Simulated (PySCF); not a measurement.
# How methods differ on the excitation energy of Te

Te [Kr] 4d10 5s2 5p4 (3P) → Te [Kr] 4d10 5s1 5p5 (3P), as a difference of total energies. All numbers are calculated (PySCF 2.14, scalar relativity through the core potential, in def2-TZVPPD with the def2 core potential (28 electrons)). Correlated levels: valence and next inner shell: nothing frozen outside the core potential. The calculations carry no spin-orbit coupling.

```csv
method,excitation energy (cm⁻¹)
UHF,80517
MP2 (valence and next inner shell),74761
SCS-MP2 (valence and next inner shell),73795
CCSD (valence and next inner shell),70053
CCSD(T) (valence and next inner shell),63791
```

The upper state lies above the first ionisation limit, where it may autoionise and the basis confines it.

The coupled-cluster amplitudes are large for the upper state (T1 above 0.03 or a double amplitude above 0.15), so a single reference is strained.
